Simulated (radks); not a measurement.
Results of a calculation; reference values are marked as such.
Task: Orbital eigenvalues (eV) of neutral potassium, [Ar] 4s1, of relativity; Dirac values are averaged over j with weights 2j + 1. Spin-unpolarised spherical Kohn-Sham, PBE, point nucleus unless stated (finite: rms radius 3.4349 fm), a radial shooting solver on a logarithmic mesh with Libxc functionals. A level marked "c x" has the speed of light scaled by that factor.

shell       non-rel.
1s           -3505.0
2s           -350.49
2p           -279.93
3s           -35.040
3p           -18.847
4s           -2.3113
4p (empty)  -0.81245

Give the values at the level "Dirac, c x 1.5".

Result: 
shell       Dirac, c x 1.5  change of magnitude (%)
1s                 -3512.4                    +0.21
2s                 -351.75                    +0.36
2p                 -279.99                    +0.02
3s                 -35.172                    +0.38
3p                 -18.831                    -0.08
4s                 -2.3147                    +0.15
4p (empty)        -0.80896                    -0.43
